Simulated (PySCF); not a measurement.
Electron correlation in Mo⁺ (molybdenum, charge +1)

[Kr] 4d4 5s1, high-spin 6D determinant (an excited configuration). Computed with PySCF 2.14 in aug-cc-pVDZ-PP with ECP28MDF, with scalar relativity through the core potential. Frozen: 4s2 4p6; 5 electrons correlated.

```
  level  correlation energy (mhartree)
   CCSD                         -47.40
    (T)                          -0.46
CCSD(T)                         -47.86
```

Diagnostics: T1 = 0.0061, D1 = 0.0137, largest double amplitude 0.021.

Question: Is a single reference adequate?

Answer: Yes, within this model without spin-orbit coupling: T1 lies below 0.03 and no double amplitude reaches 0.07.
